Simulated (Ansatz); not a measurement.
`[F][Hf]([SeH])([SeH])[SeH]` + H₂Se → `[SeH][Hf]([SeH])([SeH])[SeH]` + H–F  (ligand exchange at the Hf–F bond)

Program: Ansatz. Geometries: PBE0-D4/def2-TZVP. ΔE: electronic, gas phase. CCSD(T)/CBS is the MP2 limit (def2-TZVPP, def2-QZVPP) plus CCSD(T) − MP2 in def2-TZVPP, frozen cores. This one scheme is used for every species. DFT in def2-TZVPP. Elements past krypton have def2 core potentials. For Hf, Se outer-core shells are correlated without core-valence functions, which leaves a few kJ/mol of doubt a bond. Scalar relativity is left out up to krypton. Each species was taken in one conformer, which may not be the lowest.

`[F][Hf]([SeH])([SeH])[SeH]`:

Z-matrix (Å, degrees):
```
Hf
Se 1 2.568
Se 1 2.568 2 109.5
F 1 1.881 2 109.5 3 120.0
Se 1 2.568 2 109.5 3 -120.0
H 2 1.474 1 86.7 3 96.8
H 3 1.474 1 86.7 2 -23.0
H 5 1.474 1 86.7 2 97.0
```

H₂Se:

Cartesian coordinates in Å:
```
Se -0.533 -0.137 -0.407
H -0.306 0.781 0.715
H 0.839 -0.645 -0.308
```

`[SeH][Hf]([SeH])([SeH])[SeH]`:

Z-matrix (Å, degrees):
```
Hf
Se 1 2.552
Se 1 2.553 2 108.9
Se 1 2.552 2 110.6 3 119.6
Se 1 2.553 2 108.9 3 -120.7
H 2 1.477 1 85.6 3 -72.9
H 3 1.477 1 85.6 2 -166.4
H 4 1.477 1 85.6 2 46.8
H 5 1.477 1 85.6 2 72.8
```

H–F:

Z-matrix (Å, degrees):
```
F
H 1 0.920
```

(1) Is it downhill or uphill in electronic energy at CCSD(T)/CBS, and by how much? (Best estimate.)

(2) What do these levels give: PBE-D4, BLYP-D4, r2SCAN0-D4, B2PLYP, CAM-B3LYP, MP2/CBS(def2)? (Best estimate.)

Largest T1 diagnostic among the species: 0.014.

Answers

(1) Ansatz gave: Uphill: ΔE = +15.0 kcal/mol.

(2) Computed: PBE-D4 17.9, BLYP-D4 20.3, r2SCAN0-D4 17.8, B2PLYP 18.7, CAM-B3LYP 24.0, MP2/CBS(def2) 11.1 kcal/mol.

From PBE to PBE0 (25 % exact exchange), in def2-TZVPP and without D4, ΔE moves by −1.3 kcal/mol. At CCSD(T), def2-SVP lies +6.4 kcal/mol from the extrapolated value and def2-TZVPP +0.6 kcal/mol.
